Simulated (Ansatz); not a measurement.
Harmonic frequencies (cm⁻¹) at PBE0-D4/def2-TZVP from Ansatz: 210, 245, 308, 551, 590, 642, 732, 763, 875, 940, 996, 1040, 1067, 1167, 1213, 1258, 1397, 1455, 1468, 1646, 1734, 3023, 3071, 3130, 3218, 3239, 3256.

(1) Which molecule is it?
A. `C=C=C1[SiH2]C1F`
B. `C[Si]1(Cl)CN1`
C. `C=CC1=CC1`
D. `CC1=CC=C1`

## Answers

(1) D.
